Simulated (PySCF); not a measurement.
Excitations are Tamm–Dancoff values on a coarser integration grid. The basis has no diffuse functions, so Rydberg states are missing or too high.

Z-matrix (Å, degrees):
```
C
H 1 1.0955
H 1 1.0967 2 106.79
C 1 1.4920 2 109.58 3 -117.76
C 4 1.3255 1 125.47 2 -2.78
H 5 1.0839 4 121.72 1 -179.94
H 5 1.0859 6 117.00 4 179.74
H 4 1.0899 5 118.84 6 -0.59
C 1 1.5292 2 109.76 3 117.56
H 9 1.0946 1 108.72 2 -64.95
H 9 1.0961 10 106.13 1 117.15
C 9 1.5185 10 109.75 11 118.53
H 12 1.0923 9 111.35 10 -58.45
H 12 1.0924 13 108.03 9 122.44
H 12 1.0939 13 107.74 14 115.72
```
Charge 0, spin multiplicity 1.

Question: Predict the total energy, S1–T1 gap (TDA) and dipole moment from PBE0-D4/def2-TZVP in PySCF 2.14.0.

Answer: 
| Property | Result |
|---|---|
| total energy | -196.3606 Ha |
| S1–T1 gap (TDA) | 3.18 eV |
| dipole moment | 0.43 D |
